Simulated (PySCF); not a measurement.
C₄H₉FSi, SMILES C[C@H]1C[C@@]1(F)[SiH3]. Atoms are numbered in the order given.

```xyz
15

C     -1.5976    -0.0370     1.5712
C     -1.1882    -0.5851     0.2234
C     -1.1674     0.2710    -1.0199
C      0.1230    -0.2462    -0.4355
F      0.6932    -1.2991    -1.1428
Si     1.4784     0.8556     0.2808
H     -1.1319    -0.6046     2.3932
H     -2.6908    -0.0940     1.6983
H     -1.3090     1.0191     1.6846
H     -1.4687    -1.6292     0.0442
H     -1.3907     1.3389    -0.9278
H     -1.4767    -0.1856    -1.9638
H      2.2711     0.1054     1.2954
H      0.8649     2.0553     0.9188
H      2.3772     1.2923    -0.8234
```
Charge 0, spin multiplicity 1.

Geometry: B3LYP-D3(BJ)/def2-SVP. The structure was generated by enumeration; whether it is a known compound was not checked.

All values below come from B3LYP-D3(BJ)/def2-SVP run with PySCF.

Frequencies are harmonic and unscaled.

Computed harmonic wavenumbers and intensities:
```json
[
 {"mode": "1", "ν (cm⁻¹)": "116", "IR (km/mol)": "0.0", "moving atoms (share of kinetic energy)": "H 75 %, C 14 %, Si 8 %"},
 {"mode": "2", "ν (cm⁻¹)": "153", "IR (km/mol)": "0.1", "moving atoms (share of kinetic energy)": "H 59 %, C 27 %, Si 10 %"},
 {"mode": "3", "ν (cm⁻¹)": "196", "IR (km/mol)": "0.3", "moving atoms (share of kinetic energy)": "H 33 %, C 32 %, Si 17 %, F 17 %"},
 {"mode": "4", "ν (cm⁻¹)": "209", "IR (km/mol)": "0.1", "moving atoms (share of kinetic energy)": "H 81 %, C 11 %"},
 {"mode": "5", "ν (cm⁻¹)": "267", "IR (km/mol)": "2.0", "moving atoms (share of kinetic energy)": "C 36 %, F 36 %, H 24 %"},
 {"mode": "6", "ν (cm⁻¹)": "327", "IR (km/mol)": "6.4", "moving atoms (share of kinetic energy)": "C 32 %, F 29 %, H 24 %, Si 14 %"},
 {"mode": "7", "ν (cm⁻¹)": "389", "IR (km/mol)": "4.5", "moving atoms (share of kinetic energy)": "C 46 %, H 30 %, F 13 %, Si 11 %"},
 {"mode": "8", "ν (cm⁻¹)": "450", "IR (km/mol)": "2.3", "moving atoms (share of kinetic energy)": "C 48 %, H 40 %, F 11 %"},
 {"mode": "9", "ν (cm⁻¹)": "541", "IR (km/mol)": "2.1", "moving atoms (share of kinetic energy)": "C 35 %, Si 24 %, F 21 %, H 20 %"},
 {"mode": "10", "ν (cm⁻¹)": "645", "IR (km/mol)": "35.5", "moving atoms (share of kinetic energy)": "H 79 %, Si 13 %"},
 {"mode": "11", "ν (cm⁻¹)": "664", "IR (km/mol)": "41.2", "moving atoms (share of kinetic energy)": "H 72 %, C 17 %, Si 10 %"},
 {"mode": "12", "ν (cm⁻¹)": "811", "IR (km/mol)": "3.9", "moving atoms (share of kinetic energy)": "H 50 %, C 49 %"},
 {"mode": "13", "ν (cm⁻¹)": "850", "IR (km/mol)": "24.3", "moving atoms (share of kinetic energy)": "H 56 %, C 32 %, F 11 %"},
 {"mode": "14", "ν (cm⁻¹)": "905", "IR (km/mol)": "21.8", "moving atoms (share of kinetic energy)": "H 63 %, C 27 %, F 10 %"},
 {"mode": "15", "ν (cm⁻¹)": "927", "IR (km/mol)": "66.6", "moving atoms (share of kinetic energy)": "H 60 %, C 37 %"},
 {"mode": "16", "ν (cm⁻¹)": "932", "IR (km/mol)": "173.1", "moving atoms (share of kinetic energy)": "H 70 %, C 22 %"},
 {"mode": "17", "ν (cm⁻¹)": "953", "IR (km/mol)": "46.7", "moving atoms (share of kinetic energy)": "H 91 %"},
 {"mode": "18", "ν (cm⁻¹)": "955", "IR (km/mol)": "39.1", "moving atoms (share of kinetic energy)": "H 95 %"},
 {"mode": "19", "ν (cm⁻¹)": "1008", "IR (km/mol)": "8.6", "moving atoms (share of kinetic energy)": "H 66 %, C 32 %"},
 {"mode": "20", "ν (cm⁻¹)": "1038", "IR (km/mol)": "11.0", "moving atoms (share of kinetic energy)": "H 73 %, C 25 %"},
 {"mode": "21", "ν (cm⁻¹)": "1094", "IR (km/mol)": "8.1", "moving atoms (share of kinetic energy)": "C 59 %, H 36 %"},
 {"mode": "22", "ν (cm⁻¹)": "1114", "IR (km/mol)": "6.9", "moving atoms (share of kinetic energy)": "H 51 %, C 49 %"},
 {"mode": "23", "ν (cm⁻¹)": "1176", "IR (km/mol)": "12.2", "moving atoms (share of kinetic energy)": "H 49 %, C 48 %"},
 {"mode": "24", "ν (cm⁻¹)": "1202", "IR (km/mol)": "30.6", "moving atoms (share of kinetic energy)": "C 53 %, H 40 %"},
 {"mode": "25", "ν (cm⁻¹)": "1275", "IR (km/mol)": "1.4", "moving atoms (share of kinetic energy)": "C 51 %, H 47 %"},
 {"mode": "26", "ν (cm⁻¹)": "1380", "IR (km/mol)": "1.9", "moving atoms (share of kinetic energy)": "H 75 %, C 25 %"},
 {"mode": "27", "ν (cm⁻¹)": "1413", "IR (km/mol)": "0.9", "moving atoms (share of kinetic energy)": "H 70 %, C 30 %"},
 {"mode": "28", "ν (cm⁻¹)": "1459", "IR (km/mol)": "11.7", "moving atoms (share of kinetic energy)": "H 76 %, C 24 %"},
 {"mode": "29", "ν (cm⁻¹)": "1467", "IR (km/mol)": "5.4", "moving atoms (share of kinetic energy)": "H 96 %"},
 {"mode": "30", "ν (cm⁻¹)": "1482", "IR (km/mol)": "2.0", "moving atoms (share of kinetic energy)": "H 69 %, C 31 %"},
 {"mode": "31", "ν (cm⁻¹)": "2228", "IR (km/mol)": "62.0", "moving atoms (share of kinetic energy)": "H 98 %"},
 {"mode": "32", "ν (cm⁻¹)": "2233", "IR (km/mol)": "113.4", "moving atoms (share of kinetic energy)": "H 96 %"},
 {"mode": "33", "ν (cm⁻¹)": "2239", "IR (km/mol)": "110.3", "moving atoms (share of kinetic energy)": "H 96 %"},
 {"mode": "34", "ν (cm⁻¹)": "3029", "IR (km/mol)": "24.5", "moving atoms (share of kinetic energy)": "H 97 %"},
 {"mode": "35", "ν (cm⁻¹)": "3103", "IR (km/mol)": "18.6", "moving atoms (share of kinetic energy)": "H 91 %, C 9 %"},
 {"mode": "36", "ν (cm⁻¹)": "3114", "IR (km/mol)": "10.0", "moving atoms (share of kinetic energy)": "H 91 %, C 9 %"},
 {"mode": "37", "ν (cm⁻¹)": "3117", "IR (km/mol)": "7.2", "moving atoms (share of kinetic energy)": "H 95 %"},
 {"mode": "38", "ν (cm⁻¹)": "3143", "IR (km/mol)": "8.6", "moving atoms (share of kinetic energy)": "H 92 %, C 8 %"},
 {"mode": "39", "ν (cm⁻¹)": "3217", "IR (km/mol)": "2.2", "moving atoms (share of kinetic energy)": "H 89 %, C 11 %"}
]
```
